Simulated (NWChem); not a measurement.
## I₂Pb in NWChem

```xyz
3

Pb     0.0000     0.0000    -1.0068
I     -2.1936     0.0000     0.7788
I      2.1936     0.0000     0.7788
```
Charge 0, spin multiplicity 1.

Program: NWChem. All single points use one geometry, from PBE0/def2-SVP with def2 effective core potentials on I, Pb, a minimum by its harmonic frequencies.

Symmetry labels belong to the abelian group C2v used in the runs, with the axes of the coordinates shown.

Effective core potentials replace the inner electrons of I, Pb; spin-orbit coupling is left out. The structure started from a generated list of species.

### Question
List the lowest 6 singlet excitations that CIS/def2-SVP with def2 effective core potentials on I, Pb gives, with oscillator strengths.

### Answer
```csv
state,symmetry,energy (eV),wavelength (nm),f
1,b2,3.44,360,0.012
2,a2,4.12,301,0.000
3,b1,4.58,271,0.024
4,a1,4.90,253,0.002
5,b2,4.92,252,0.003
6,a2,5.22,238,0.000
```
